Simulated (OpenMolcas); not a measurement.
**Mo2+: moving or changing the point charges**

Mo2+ among 6 point charges of -1.7 e arranged as a trigonal prism (D3h), 2.09 Å from the ion, with a polar angle of 58.4° against the regular 49.1°. The active orbitals were held to one l.

```json
{
  "Program": "OpenMolcas 26.06",
  "Method": "CASSCF",
  "Basis": "ANO-RCC-VDZP [6s5p3d1f]",
  "Scalar Hamiltonian": "DKH2, point nucleus",
  "Active space": "4 electrons in 5 orbitals (4d)",
  "State averaging": "2S+1 = 5 even, 5 roots; 2S+1 = 3 even, 45 roots; 2S+1 = 1 even, 50 roots",
  "Spin-orbit coupling": "RASSI with atomic mean-field integrals over the reference wave functions"
}
```

Runs around this geometry, states (labels of D3, the rotations of D3h). Energies in cm-1 above the lowest state or level, χT in cm3 K/mol.

```json
{"R (Å)": "2.09", "q (e)": "-1.7", "Polar angle / regular": "1.09", "Ground state": "5E", "First state of that spin": "5E 6285", "First gap with spin-orbit (degeneracies)": "82.7 (2, 1)", "χT at 300 K": "2.169", "First state of another spin": "3A2 6487"}
{"R (Å)": "2.09", "q (e)": "-1.1", "Polar angle / regular": "1.19", "Ground state": "5E", "First state of that spin": "5E 661.9", "First gap with spin-orbit (degeneracies)": "21.4 (1, 1)", "χT at 300 K": "1.244", "First state of another spin": "3A2 9828"}
{"R (Å)": "1.93", "q (e)": "-1.7", "Polar angle / regular": "1.19", "Ground state": "5E", "First state of that spin": "5E 794.1", "First gap with spin-orbit (degeneracies)": "63.2 (1, 1)", "χT at 300 K": "1.205", "First state of another spin": "3A2 1501"}
{"R (Å)": "2.09", "q (e)": "-1.7", "Polar angle / regular": "1.19", "Ground state": "5E", "First state of that spin": "5E 1052", "First gap with spin-orbit (degeneracies)": "18.0 (1, 1)", "χT at 300 K": "1.278", "First state of another spin": "3A2 6060"}
{"R (Å)": "2.25", "q (e)": "-1.7", "Polar angle / regular": "1.19", "Ground state": "5E", "First state of that spin": "5E 1145", "First gap with spin-orbit (degeneracies)": "14.3 (1, 1)", "χT at 300 K": "1.280", "First state of another spin": "3A2 9040"}
```

Scaling the charges by -1.1 / -1.7 = 0.65 scales the first state of the same spin by 661.9 / 1052 = 0.63; with fixed orbitals a first-order splitting would follow the charge.

An orbital doublet at a regular site is open to a Jahn-Teller distortion, which this geometry leaves out. Without dynamic correlation the repulsion within the d shell is too large (B by tens of per cent), so at a given field states of lower spin stand too high. Point charges give a weaker field than real ligands, and real ions of this kind are as a rule low spin; the high spin found here belongs to the model. This shell can be high or low spin here, a state of another spin lies low, and with metal d orbitals alone active their balance is uncertain, so the ground spin may be wrong (holds for R = 2.09, q = -1.7, ratio = 1.09; R = 1.93, q = -1.7, ratio = 1.19; R = 2.09, q = -1.7, ratio = 1.19). Point charges carry no covalency, so the field is a model and not that of real ligands. An unlabelled pair can be two single states that coincide in this model. No measured value stands beside these numbers.
